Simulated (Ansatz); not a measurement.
AlB2H8NSi, one more setting.

```yaml
crystal:
  periodic: [false, false, false]
  atoms:
    - {symbol: B, position_ang: [-0.494714, -0.952000, -0.508548]}
    - {symbol: B, position_ang: [0.883049, -0.367925, -0.648845]}
    - {symbol: Si, position_ang: [1.300138, -1.374467, 0.680998]}
    - {symbol: Al, position_ang: [-0.313880, 0.880070, 0.443098]}
    - {symbol: N, position_ang: [-0.936841, 2.103372, -0.424042]}
    - {symbol: H, position_ang: [-1.071804, -1.288994, -1.382270]}
    - {symbol: H, position_ang: [-1.096786, -0.964527, 0.447627]}
    - {symbol: H, position_ang: [1.472574, -0.199347, -1.554217]}
    - {symbol: H, position_ang: [0.634252, -1.457970, 1.867619]}
    - {symbol: H, position_ang: [2.242317, -2.366533, 0.625053]}
    - {symbol: H, position_ang: [-0.335609, 0.955658, 1.893260]}
    - {symbol: H, position_ang: [-0.956016, 2.122783, -1.350425]}
    - {symbol: H, position_ang: [-1.307728, 2.878047, -0.075692]}
basis:
  gaussian: {orbitals: STO-3G}
hamiltonian: {xc: {name: HSE06}, dispersion: d3bjatm, pseudopotentials: {relativity: none}}
output: {forces: true}
```

```sh
$ ansatz run in.yaml --threads 4 --pin off --events-out ev --progress --plain --max-ram 10444MiB
```

Shortened log:

```
Functional definition: HSE06
503 factors; integrals over basis functions are off by at most 9.1e-5 eV
92 factors; integrals over basis functions are off by at most 1.9e-7 eV
mean field evaluation 1: about -17223.9216 eV, gradient 3.1e1 eV
mean field evaluation 2: about -17220.0022 eV, gradient 4.6e1 eV
mean field evaluation 4: about -17227.1827 eV, gradient 2.0e0 eV
mean field evaluation 8: about -17227.1593 eV, gradient 2.8e-2 eV
mean field -17227.15932937 eV, -633.0864283662 hartree, gradient 4.1e-5 eV, S^2 0.000000; 0 other end points of the search recorded, 0 dependent functions left out
reference -17227.15935462 eV, -633.0864292941 hartree; 26, 26 occupied and 15, 15 virtual orbitals, 503 factors
Total energy: -17227.40100064 eV, -633.0953096217 hartree
Atom 0 at    -0.494714    -0.952000    -0.508548 Å, force    -0.806470    -1.054556     0.032400 eV/Å
Atom 1 at     0.883049    -0.367925    -0.648845 Å, force     1.190848     2.089428    -0.726255 eV/Å
Atom 2 at     1.300138    -1.374467     0.680998 Å, force     0.952990    -0.317089     0.505762 eV/Å
Atom 3 at    -0.313880     0.880070     0.443098 Å, force     1.131307    -1.309971     1.853730 eV/Å
Atom 4 at    -0.936841     2.103372    -0.424042 Å, force     1.426114    -2.922904     2.243328 eV/Å
Atom 5 at    -1.071804    -1.288994    -1.382270 Å, force    -1.261062    -0.730050    -1.908545 eV/Å
Atom 6 at    -1.096786    -0.964527     0.447627 Å, force    -1.280832    -0.495623     1.495110 eV/Å
Atom 7 at     1.472574    -0.199347    -1.554217 Å, force     1.185657     0.415100    -2.011023 eV/Å
Atom 8 at     0.634252    -1.457970     1.867619 Å, force    -1.113206    -0.215739     2.176860 eV/Å
Atom 9 at     2.242317    -2.366533     0.625053 Å, force     1.609925    -1.776706    -0.097082 eV/Å
Atom 10 at    -0.335609     0.955658     1.893260 Å, force     0.033447     0.081822     0.954052 eV/Å
Atom 11 at    -0.956016     2.122783    -1.350425 Å, force    -0.189104     0.164487    -7.218233 eV/Å
Atom 12 at    -1.307728     2.878047    -0.075692 Å, force    -2.879614     6.071802     2.699894 eV/Å
Dipole moment:     0.085609     0.230400     0.327473 e Å
```

Run time 0.85 s (4 threads of an Arm Neoverse V2 on a shared host); peak host memory 0.11 GiB.
